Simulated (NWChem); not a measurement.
Species: C$_{2}$H$_{4}$BFO$_{2}$; SMILES FB1OCCO1

```xyz
10

F      0.0000     0.0000    -2.0972
B      0.0000     0.0000    -0.7737
O      0.0418    -1.1533    -0.0392
C     -0.0597    -0.7752     1.3409
C      0.0597     0.7752     1.3409
O     -0.0418     1.1533    -0.0392
H     -1.0245    -1.1186     1.7311
H      0.7387    -1.2622     1.9088
H      1.0245     1.1186     1.7311
H     -0.7387     1.2622     1.9088
```
Atoms are numbered in this order, from 1.

Computed with NWChem. Medium grid unless said otherwise, to which SCAN and Minnesota functionals are sensitive. Geometry: optimised at B3LYP/6-31G* (spherical d).

For level LDA (Slater exchange, VWN5)/def2-TZVP:

- highest occupied level (eV) = -6.96
- orbital gap (eV) = 6.46
- dipole (D) = 3.33

Task: Estimate the same quantities for level M06-2X/def2-TZVP.

Result: The highest occupied level (eV) is -9.96. The orbital gap (eV) is 11.08. The dipole (D) is 3.45.
